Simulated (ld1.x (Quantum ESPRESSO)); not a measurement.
# indium: excitation energies, all-electron against TM

In (Z = 49), norm-conserving Troullier–Martins (Kleinman–Bylander form), made with ld1.x (Quantum ESPRESSO) 7.5 (PBE, scalar-relativistic). Core [Kr], reference 4d10 5s2 5p0 (charge +1). Waves: 5s (bound): rc 2.20 bohr; 5p (bound, empty): rc 2.45 bohr; 4d (bound): rc 1.00 bohr. Local part: all-electron potential smoothed inside 2.00 bohr (lloc = -1). Core correction: none.

Energies are relative to the spin-unpolarised reference configuration 4d10 5s2 5p0; without spin polarisation the order of configurations can differ from experiment.

Q: Give the all-electron excitation energy and the error of the potential for: 4d10 5s2 5p1; 4d10 5s1 5p0; 4d10 5s0 5p0; 4d9 5s2 5p2; 4d9 5s2 5p1; 4d10 5s0 5p3; 4d9 5s0 5p0.

A:

```json
{"valence configuration": "4d10 5s2 5p1", "charge": "0", "ΔE all-electron (eV)": "-5.363", "error AE − PS (meV)": "+5.6"}
{"valence configuration": "4d10 5s1 5p0", "charge": "+2", "ΔE all-electron (eV)": "19.235", "error AE − PS (meV)": "+17"}
{"valence configuration": "4d10 5s0 5p0", "charge": "+3", "ΔE all-electron (eV)": "47.555", "error AE − PS (meV)": "+61"}
{"valence configuration": "4d9 5s2 5p2", "charge": "0", "ΔE all-electron (eV)": "12.944", "error AE − PS (meV)": "-59"}
{"valence configuration": "4d9 5s2 5p1", "charge": "+1", "ΔE all-electron (eV)": "19.752", "error AE − PS (meV)": "+60"}
{"valence configuration": "4d10 5s0 5p3", "charge": "0", "ΔE all-electron (eV)": "6.584", "error AE − PS (meV)": "+1.4"}
{"valence configuration": "4d9 5s0 5p0", "charge": "+4", "ΔE all-electron (eV)": "103.944", "error AE − PS (meV)": "+101"}
```

Note: ghost state, extra bound levels that the all-electron valence spectrum of the same l lacks: s at -6.1 eV. A true bound ghost makes a file unfit for plane-wave use.
